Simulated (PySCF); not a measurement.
C2H7S, SMILES C[SH+]C, charge +1. Heavy atoms are numbered as in [CH3:1][SH+:2][CH3:3]. Hydrogens are named by the atom that carries them.

The structure is a stationary point at B3LYP-D3(BJ)/def2-SVP. The isomer is the one that the SMILES or the coordinates give; other isomers of the formula were not compared.

Method: B3LYP/pcSseg-1 (PySCF).

GIAO shieldings, no solvent; atoms alike by connectivity are averaged. δ = σ(ref) − σ: ¹³C against TMS (σ = 181.3 ppm); ³³S against H2S (σ = 695.8 ppm); ¹H against TMS (σ = 31.68 ppm), references at their B3LYP-D3(BJ)/def2-TZVP geometries, non-relativistic.

Question: Estimate the chemical shifts. (An estimate is asked for; the answer gives what the named calculation found.)

Answer: 
| nucleus | atoms | count | δ (ppm) |
|---|---|---|---|
| ¹³C | C1 (CH3) | 2 | 28.7 |
| ³³S | S2 (SH) | 1 | 230.1 |
| ¹H | H on S2 | 1 | 5.58 |
| ¹H | H on C1 | 6 | 3.46 |
